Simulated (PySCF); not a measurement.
An unknown is described by computed data only.

Elements present: C, H, P and Si. Monoisotopic mass: 118.0368 u.

| Item | Value |
| --- | --- |
| Triplet | lowest triplet excitation (Tamm–Dancoff): 5.78 eV [TDA wB97X-D/def2-SVPD] |
| UV, strongest line | among the 10 lowest singlet transitions: S3 at 7.14 eV (174 nm, f = 0.309) [TDDFT wB97X-D/def2-SVPD] |
| Valence photoelectron | vertical ionisation energy: 9.42 eV [ΔSCF wB97X-D/def2-SVPD] |
| UV, first state | lowest singlet excitation: 6.55 eV (189 nm, f = 0.012) [TDDFT wB97X-D/def2-SVPD] |
| Rotational structure | rotational constants A, B, C: 5.198, 1.106, 0.971 GHz [PBE0-D3(BJ)/def2-SVP] |
| XPS | Si2p3/2 106.3, P2p3/2 136.1, C1s 290.0, C1s 290.5 (×2), C1s 290.5, Si1s 1846.0, P1s 2149.6 eV [ΔSCF SCAN, pcX-2 on the ionised atom, pcseg-1 elsewhere, spin-free X2C, 2p3/2 from a spin–orbit splitting computed afterwards within the 2p shell] |
| NMR, other nuclei | isotropic shieldings of nuclei other than C and H, by class: 370 (1 Si), 584 (1 P) ppm [GIAO B3LYP/pcSseg-1] |
| 13C NMR | chemical shifts (computed TMS as zero) by class: 29.0 (2 C), 26.6 (1 C), 22.7 (1 C) ppm [GIAO B3LYP/pcSseg-1] |

Gas-phase values; electronic properties from PySCF, density fitting. Levels stand in brackets. Geometry: PBE0-D3(BJ)/def2-SVP, one conformer, isolated molecule. NMR classes are plain means over equivalent atoms (diastereotopic ones count apart unless rotation or inversion swaps them), as if these changed places fast.

Problem. Which formula fits the mass and the elements?

Solution. C4H11PSi (calculated 118.0368). No other formula that holds each of these elements comes within 0.0003 u with a fitting electron parity and a possible valence count.

Problem. What is the compound? Reason from the data.

Solution. Numbering: `[PH2:1][SiH2:2][CH:3]1[CH2:4][CH2:5][CH2:6]1`. 4 carbons fall into 3 classes; from least to most shielded: four-membered-ring carbon [C4/C6] (29.0 ppm, 2 C), four-membered-ring carbon [C5] (26.6 ppm), ring sp3 carbon bound to silicon [C3] (22.7 ppm). The other shieldings belong to: 370 ppm, SiH2 silicon [Si2]; 584 ppm, three-coordinate phosphorus [P1]. The core levels belong to: Si2p3/2 106.3 eV, SiH2 silicon [Si2]; P2p3/2 136.1 eV, three-coordinate phosphorus [P1]; C1s 290.0 eV, sp3 carbon bound to silicon [C3]; C1s 290.5 eV, four-membered-ring carbon [C4/C6]; C1s 290.5 eV, four-membered-ring carbon [C5]; Si1s 1846.0 eV, SiH2 silicon [Si2]; P1s 2149.6 eV, three-coordinate phosphorus [P1]. One atom of each topological class was ionised and stands for its class. The first electron is taken from the HOMO, whose largest Löwdin shares are 0.62 on the three-coordinate phosphorus, 0.15 on the SiH2 silicon and 0.06 on each of 2 atoms of one kind (P–H hydrogen). The optimised geometry has point group C1 and is an asymmetric top. Structure: `P[SiH2]C1CCC1`. Computed isomers that give other values at the same levels: `C[C@@H]1C[C@@H]1[SiH2]P` (core binding energies: Si2p3/2 106.4, P2p3/2 136.0, C1s 290.1, C1s 290.5, C1s 290.6, C1s 290.7, Si1s 1846.1, P1s 2149.6 eV); `C=CC[Si@H](C)P` (rotational constant A: 2.815 GHz; this holds for the one conformer computed). The assignments are read from this structure; whether some other isomer fits the data as well wasn't checked.

The values belong to the conformer `[PH2:1][SiH2:2][CH:3]1[CH2:4][CH2:5][CH2:6]1`: P1–Si2–C3–C4 65°, H–P1–Si2–C3 -72°, H–P1–Si2–C3 -166°.
